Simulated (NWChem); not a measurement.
System: CH3BeIS; SMILES C[S][Be][I]

Output (shortened):

```
             Northwest Computational Chemistry Package (NWChem) 7.3.0
             --------------------------------------------------------

 C1  symmetry detected

                             Geometry "geometry" -> ""
                             -------------------------

 Output coordinates in angstroms (scale by  1.889725989 to convert to a.u.)

  No.       Tag          Charge          X              Y              Z
 ---- ---------------- ---------- -------------- -------------- --------------
    1 Be                   4.0000     0.32314599     0.73914830     0.00019006
    2 I                   53.0000    -0.00919651    -1.41040164     0.00000336
    3 S                   16.0000     0.62440840     2.61463221    -0.00003277
    4 C                    6.0000    -1.08735207     3.27510470     0.00012445
    5 H                    1.0000    -1.65214355     2.93899696    -0.87910666
    6 H                    1.0000    -0.99608450     4.36849722    -0.04055158
    7 H                    1.0000    -1.62336306     3.00245620     0.91849738

 Effective nuclear repulsion energy (a.u.)     285.0764500100

 Summary of "ao basis" -> "ao basis" (spherical)
 ------------------------------------------------------------------------------
       Tag                 Description            Shells   Functions and Types
 ---------------- ------------------------------  ------  ---------------------
 Be                         def2-svp                 5        9   3s2p
 I                          def2-svp                10       26   4s4p2d
 S                          def2-svp                 8       18   4s3p1d
 C                          def2-svp                 6       14   3s2p1d
 H                          def2-svp                 3        5   2s1p

            General Information
            -------------------
          SCF calculation type: DFT
          Wavefunction type:  closed shell.
          No. of atoms     :     7
          No. of electrons :    54
           Alpha electrons :    27
            Beta electrons :    27
          Charge           :     0
          Spin multiplicity:     1
          Use of symmetry is: off; symmetry adaption is: off
          Maximum number of iterations: 150
          AO basis - number of functions:    82
                     number of shells:    38
          Convergence on energy requested:  1.00D-06
          Convergence on density requested:  1.00D-05
          Convergence on gradient requested:  5.00D-04

              XC Information
              --------------
                     Hartree-Fock (Exact) Exchange  1.000

      Superposition of Atomic Density Guess
      -------------------------------------

 Sum of atomic energies:        -798.15081275

      Non-variational initial energy
      ------------------------------

 Total energy =    -749.011513
 1-e energy   =   -1480.845071
 2-e energy   =     559.432404
 HOMO         =      -0.300773
 LUMO         =       0.015578

     ---------------------------------------------
      Total Density - Mulliken Population Analysis
     ---------------------------------------------

    Atom       Charge   Shell Charges
 -----------   ------   -------------------------------------------------------
    1 Be   4     3.36   1.99  0.67  0.04  0.55  0.10
    2 I   25    25.35   1.83  0.22  1.22  0.66  2.92  3.13  2.67  2.68  9.82  0.19
    3 S   16    16.45   2.00  1.99  1.20  0.64  5.94  1.83  2.81  0.04
    4 C    6     6.19   1.99  0.93  0.26  1.91  1.07  0.02
    5 H    1     0.88   0.67  0.19  0.02
    6 H    1     0.89   0.67  0.19  0.02
    7 H    1     0.88   0.67  0.19  0.02

   convergence    iter        energy       DeltaE   RMS-Dens  Diis-err
 ---------------- ----- ----------------- --------- --------- ---------
 d= 0,ls=0.0,diis     1   -748.3230495070 -9.21D+02  6.64D-03  1.69D-01
 d= 0,ls=0.0,diis     2   -748.3601826695 -3.71D-02  2.18D-03  2.21D-02
 d= 0,ls=0.0,diis     3   -748.3644301871 -4.25D-03  8.40D-04  2.16D-03
 d= 0,ls=0.0,diis     4   -748.3650404264 -6.10D-04  1.90D-04  5.58D-05
 d= 0,ls=0.0,diis     5   -748.3650667146 -2.63D-05  6.10D-05  6.50D-06
  Resetting Diis
 d= 0,ls=0.0,diis     6   -748.3650697079 -2.99D-06  2.26D-05  9.63D-07
 d= 0,ls=0.0,diis     7   -748.3650701257 -4.18D-07  5.36D-06  7.53D-08

         Total DFT energy =     -748.365070125717
      One electron energy =    -1483.257059937728
           Coulomb energy =      617.768727124117
    Exchange-Corr. energy =      -55.277891358285
 Nuclear repulsion energy =      172.401154046179

 Numeric. integr. density =        0.000000000000

                       DFT Final Molecular Orbital Analysis
                       ------------------------------------

 Vector   25  Occ=2.000000D+00  E=-3.919354D-01
              MO Center=  1.2D-01, -3.4D-01,  6.8D-04, r^2= 4.6D+00
   Bfn.  Coefficient  Atom+Function         Bfn.  Coefficient  Atom+Function
  ----- ------------  ---------------      ----- ------------  ---------------
    22      0.499074  2 I  pz                25      0.442580  2 I  pz
    48      0.279283  3 S  pz                19     -0.203047  2 I  pz
    45      0.195535  3 S  pz                16     -0.166104  2 I  pz
     6     -0.144763  1 Be pz                42      0.110938  3 S  pz
     9      0.069452  1 Be pz                78     -0.061149  7 H  s

 Vector   26  Occ=2.000000D+00  E=-3.838269D-01
              MO Center=  2.1D-02, -1.2D+00,  3.1D-05, r^2= 2.4D+00
   Bfn.  Coefficient  Atom+Function         Bfn.  Coefficient  Atom+Function
  ----- ------------  ---------------      ----- ------------  ---------------
    20      0.569143  2 I  px                23      0.529997  2 I  px
    17     -0.232958  2 I  px                14     -0.190431  2 I  px
    21     -0.094526  2 I  py                 4     -0.093316  1 Be px
    24     -0.088093  2 I  py                46     -0.070918  3 S  px
     7      0.041999  1 Be px                18      0.038810  2 I  py

 Vector   27  Occ=2.000000D+00  E=-3.596845D-01
              MO Center=  3.6D-01,  1.5D+00,  1.5D-03, r^2= 5.0D+00
   Bfn.  Coefficient  Atom+Function         Bfn.  Coefficient  Atom+Function
  ----- ------------  ---------------      ----- ------------  ---------------
    48      0.570983  3 S  pz                45      0.361179  3 S  pz
    25     -0.325186  2 I  pz                22     -0.300585  2 I  pz
    42      0.207957  3 S  pz                19      0.125348  2 I  pz
    16      0.102117  2 I  pz                78     -0.102197  7 H  s
    68      0.097558  5 H  s                 59     -0.092185  4 C  pz

 Vector   28  Occ=0.000000D+00  E= 6.712924D-02
              MO Center=  2.4D-01,  9.4D-01, -2.3D-04, r^2= 5.3D+00
   Bfn.  Coefficient  Atom+Function         Bfn.  Coefficient  Atom+Function
  ----- ------------  ---------------      ----- ------------  ---------------
     7      0.756663  1 Be px                56      0.739804  4 C  s
     4     -0.378375  1 Be px                23     -0.375808  2 I  px
    39     -0.329879  3 S  s                 74     -0.304036  6 H  s
    60      0.173335  4 C  px                79     -0.136661  7 H  s
    20     -0.134373  2 I  px                69     -0.131870  5 H  s

 Vector   29  Occ=0.000000D+00  E= 8.596666D-02
              MO Center=  2.6D-01,  5.6D-01, -1.3D-02, r^2= 7.3D+00
   Bfn.  Coefficient  Atom+Function         Bfn.  Coefficient  Atom+Function
  ----- ------------  ---------------      ----- ------------  ---------------
     3      1.732091  1 Be s                 13     -0.762656  2 I  s
    24     -0.500319  2 I  py                39     -0.406437  3 S  s
    56     -0.368350  4 C  s                  8     -0.254859  1 Be py
    47      0.225489  3 S  py                 2     -0.158242  1 Be s
    12     -0.150469  2 I  s                 60      0.146745  4 C  px

 Vector   30  Occ=0.000000D+00  E= 9.444135D-02
              MO Center=  2.3D-01,  7.9D-01,  1.6D-02, r^2= 5.1D+00
   Bfn.  Coefficient  Atom+Function         Bfn.  Coefficient  Atom+Function
  ----- ------------  ---------------      ----- ------------  ---------------
     9      0.826158  1 Be pz                48     -0.402287  3 S  pz
     6     -0.386211  1 Be pz                25     -0.382418  2 I  pz
    62     -0.196708  4 C  pz                69     -0.195024  5 H  s
    79      0.190678  7 H  s                 22     -0.143094  2 I  pz
    45     -0.133033  3 S  pz                32      0.092830  2 I  d -1

     ---------------------------------------------
      Total Density - Mulliken Population Analysis
     ---------------------------------------------

    Atom       Charge   Shell Charges
 -----------   ------   -------------------------------------------------------
    1 Be   4     3.50   1.99  0.56 -0.06  0.86  0.15
    2 I   25    25.29   1.83  0.22  1.20  0.70  2.93  3.13  2.60  2.67  9.82  0.20
    3 S   16    16.34   2.00  1.99  1.15  0.71  5.94  1.77  2.71  0.06
    4 C    6     6.11   1.99  0.86  0.27  1.99  0.97  0.04
    5 H    1     0.92   0.75  0.15  0.03
    6 H    1     0.91   0.74  0.14  0.03
    7 H    1     0.92   0.75  0.15  0.03

     -------------------------------------------
      Total Density - Lowdin Population Analysis
     -------------------------------------------

    Atom       Charge   Shell Charges
 -----------   ------   -------------------------------------------------------
    1 Be   4     4.08   1.97  0.48  0.18  0.85  0.60
    2 I   25    24.96   1.25  0.73  0.96  0.77  2.77  3.20  2.51  2.74  9.50  0.52
    3 S   16    15.94   2.00  1.95  0.92  0.64  5.82  1.89  2.64  0.07
    4 C    6     6.11   1.97  0.58  0.34  1.79  1.35  0.08
    5 H    1     0.97   0.65  0.26  0.07
    6 H    1     0.97   0.65  0.25  0.07
    7 H    1     0.97   0.65  0.26  0.07

     Multipole analysis of the density
     ---------------------------------

     L   x y z        total         alpha         beta         nuclear
     -   - - -        -----         -----         ----         -------
     0   0 0 0      0.000000    -27.000000    -27.000000     54.000000

     1   1 0 0     -0.601216     -0.543912     -0.543912      0.486609
     1   0 1 0      0.399524    -37.114055    -37.114055     74.627634
     1   0 0 1     -0.000181     -0.000001     -0.000001     -0.000178

     2   2 0 0    -39.098719    -55.454730    -55.454730     71.810742
     2   1 1 0     -4.439584     12.148405     12.148405    -28.736395
     2   1 0 1      0.002163     -0.000444     -0.000444      0.003050
     2   0 2 0    -39.800486   -488.407963   -488.407963    937.015440
     2   0 1 1     -0.004891      0.000367      0.000367     -0.005626
     2   0 0 2    -40.303412    -23.040895    -23.040895      5.778377
```

Level: Hartree-Fock/def2-SVP with def2 effective core potentials on I. The geometry was optimised at PBE0/def2-SVP. def2 effective core potentials on I; no spin-orbit coupling.

Q: Write an input that gives this output.

A: One answer among several that fit: the input that was run:
```
start job
memory heap 200 mb stack 900 mb global 1100 mb
geometry units angstroms noautoz
  Be     0.274825     0.859330     0.000445
  I     -0.252526    -1.250859     0.004899
  S      0.746184     2.699439    -0.003860
  C     -0.898062     3.513556     0.000196
  H     -1.493905     3.229204    -0.876799
  H     -0.707401     4.593976    -0.042612
  H     -1.453912     3.292338     0.920602
end
basis spherical
  Be library def2-svp
  I library def2-svp
  S library def2-svp
  C library def2-svp
  H library def2-svp
end
ecp
  I library def2-ecp
end
dft
  xc hfexch
  iterations 150
  mulliken
end
task dft energy
```
